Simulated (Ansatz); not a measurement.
Cl4Ti, quintet, geometry from GFN2-xTB of the parent state (such geometries of metal compounds can be far from the true shape) (the multiplicity is a formal guess); Ansatz (an electronic-structure program) with HF/STO-3G.

Ansatz was given this input:
Ansatz 0.2 input:
```yaml
crystal:
  periodic: [false, false, false]
  atoms:
    - {symbol: Ti, position_ang: [0.00025670, 0.01043179, 0.01991298]}
    - {symbol: Cl, position_ang: [1.75167063, -0.53833503, -1.18923378]}
    - {symbol: Cl, position_ang: [0.62939803, 0.50034952, 2.06805868]}
    - {symbol: Cl, position_ang: [-0.97459407, 1.75765139, -0.88960055]}
    - {symbol: Cl, position_ang: [-1.40385797, -1.67884312, 0.09210325]}
basis:
  gaussian:
    orbitals: STO-3G
hamiltonian:
  xc: hf
magnetization: {spin_polarized: true, initial_magnetization: 4}
```

Task: What does Ansatz print? Leave out banner, timings and long lists.

Result: 
```
Functional definition: HF
635 factors; integrals over basis functions are off by at most 9.9e-5 eV
mean field evaluation 1: about -72322.8994 eV, gradient 1.1e1 eV
mean field evaluation 2: about -72322.9677 eV, gradient 1.1e1 eV
mean field evaluation 4: about -72326.7421 eV, gradient 4.7e0 eV
mean field evaluation 8: about -72328.4137 eV, gradient 1.4e0 eV
mean field evaluation 16: about -72328.7876 eV, gradient 3.6e-2 eV
mean field evaluation 32: about -72328.7922 eV, gradient 2.2e-2 eV
mean field evaluation 64: about -72328.7756 eV, gradient 9.3e-2 eV
mean field evaluation 96: about -72328.7411 eV, gradient 5.2e-1 eV
mean field evaluation 128: about -72328.6882 eV, gradient 4.0e-1 eV
mean field evaluation 160: about -72328.7517 eV, gradient 3.2e-1 eV
mean field evaluation 192: about -72328.6231 eV, gradient 2.5e-1 eV
mean field evaluation 224: about -72328.6523 eV, gradient 2.9e-1 eV
mean field evaluation 256: about -72327.7780 eV, gradient 2.0e0 eV
mean field evaluation 288: about -72326.8027 eV, gradient 4.0e0 eV
mean field evaluation 320: about -72326.8387 eV, gradient 1.5e0 eV
mean field evaluation 352: about -72325.9606 eV, gradient 9.6e0 eV
mean field evaluation 384: about -72327.3477 eV, gradient 8.3e-1 eV
mean field evaluation 416: about -72327.9511 eV, gradient 1.4e0 eV
mean field evaluation 448: about -72327.4607 eV, gradient 2.6e-1 eV
mean field evaluation 480: about -72327.4050 eV, gradient 1.4e0 eV
mean field evaluation 512: about -72322.9564 eV, gradient 1.1e1 eV
mean field evaluation 544: about -72327.9883 eV, gradient 3.3e-4 eV
mean field evaluation 576: about -72327.8107 eV, gradient 4.7e0 eV
mean field evaluation 608: about -72320.7608 eV, gradient 2.3e1 eV
mean field -72328.79291973 eV, -2658.0341135834 hartree, gradient 7.8e-6 eV, S^2 6.004201; 9 other end points of the search recorded, 0 dependent functions left out
reference -72328.79291973 eV, -2658.0341135834 hartree; 47, 43 occupied and 7, 11 virtual orbitals, 635 factors
Total energy: -72328.79291973 eV, -2658.0341135834 hartree
```
